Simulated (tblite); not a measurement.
Compound: C5H7F2 (doublet state).
Structure used (GFN2-xTB), in Å, numbered top down from 1:
```xyz
14
C5H7F2 angstrom
F     -1.583    2.004    0.442
C     -0.796    0.912    0.439
C     -1.283   -0.378   -0.101
C      0.004   -1.206   -0.189
C      1.112   -0.169   -0.417
C      0.678    1.041    0.413
F      1.224    0.936    1.703
H     -2.043   -0.841    0.534
H     -1.741   -0.235   -1.090
H      0.176   -1.719    0.757
H     -0.032   -1.947   -0.984
H      1.155    0.119   -1.468
H      2.091   -0.528   -0.108
H      1.036    2.010    0.047
```

Computed values, GFN2-xTB/tblite, gas phase, harmonic and unscaled. This tight-binding method is rough: wavenumbers can miss measured ones by several per cent, in bad cases by 10 to 20. One conformer, not necessarily the lowest. Open shells enter through the occupations alone, without spin polarisation, and single modes of such species can be off by tens of per cent.

Harmonic wavenumbers (cm⁻¹): 79.2, 143.7, 183.8, 308.7, 391.5, 439.2, 539.3, 630.7, 799.9, 840.1, 862.9, 913.5, 955.3, 998.5, 1030.0, 1081.2, 1107.6, 1128.9, 1184.7, 1205.2, 1229.6, 1252.1, 1270.6, 1304.5, 1312.9, 1341.7, 1447.7, 1459.3, 1483.2, 2868.6, 2913.6, 2952.5, 2996.5, 3011.3, 3024.0, 3027.3.

A = 3271, B = 2773, C = 1769 MHz; mass 105.052 u (most abundant isotopes); point group C1, symmetry number 1; spin multiplicity 2.

Problem. Zero-point energy?

Solution. Half the sum of the wavenumbers: 23860 cm⁻¹ = 68.22 kcal/mol.

Problem. Give the ideal-gas entropy at 298.15 K and 1 bar in the rigid-rotor, harmonic-oscillator model (classical rotation).

Solution. Translation 39.89, rotation 27.40, vibration 14.57, spin (R ln 2) 1.38: S = 83.2 cal/(mol K).

Problem. And Cp and H(298.15 K) − H(0)?

Solution. Cp = 26.21 cal/(mol K), of which vibrations give 18.26 (their classical limit is 36 R = 71.5); H(298.15 K) − H(0) = 4.83 kcal/mol without the zero-point energy, 2.46 from vibrations.

Problem. Which modes carry the vibrational entropy at 298.15 K?

Solution. 79.2 cm⁻¹: 3.91; 143.7 cm⁻¹: 2.75; 183.8 cm⁻¹: 2.29; 308.7 cm⁻¹: 1.37; 391.5 cm⁻¹: 0.99; 439.2 cm⁻¹: 0.83 cal/(mol K); the other 30 give 2.42 together.

Problem. Blend soft modes into free rotors: weight 1/[1 + (100 cm⁻¹/ν̃)⁴] for the oscillator and the rest for a rotor with moment μB/(μ + B), μ = h/(8π²ν), B = 10⁻⁴⁴ kg m². What vibrational entropy results?

Solution. 13.93 cal/(mol K) in place of 14.57, which changes −T·S at 298.15 K by +0.19 kcal/mol.

Problem. What must be added to the electronic energy to get the Gibbs energy at 298.15 K and 1 bar?

Solution. ZPE + [H(298.15 K) − H(0)] − T·S = 68.22 + 4.83 − 24.82 = 48.23 kcal/mol.

Hindered rotation and anharmonicity are outside this model. Other conformers, if any are populated, would add a mixing term that is left out. The structure is chiral; the term R ln 2 for an equal mix with its mirror image is left out.
